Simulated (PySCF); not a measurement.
Input for PySCF: U-B3LYP/6-31G* on FHMg (SMILES [F][MgH]), a point of a bond scan (R = 2.522 Å).

```python
from pyscf import gto, scf, dft, mp
from pyscf.data.elements import chemcore

mol = gto.M(
    atom='''
    Mg   -0.00000000   -0.00000000   -0.64398300
    H     0.00000000    0.00000000   -3.16628793
    F     0.00000000    0.00000000    1.11703507
    ''',
    basis='6-31g*',
    cart=True,
    charge=0, spin=0, verbose=3, max_memory=1800)
mf = dft.UKS(mol, xc='b3lyp')
mf.conv_tol = 1e-8
mf.max_cycle = 100
mf.init_guess_breaksym = True
mf.kernel()
if not mf.converged:
    mf = mf.newton().run(mf.mo_coeff, mf.mo_occ)
for _ in range(4):
    mo, _, stable, _ = mf.stability(return_status=True)
    if stable:
        break
    mf.kernel(mf.make_rdm1(mo, mf.mo_occ))
```

Problem. Give the final energy of this run.

Solution. -300.5180 hartree.
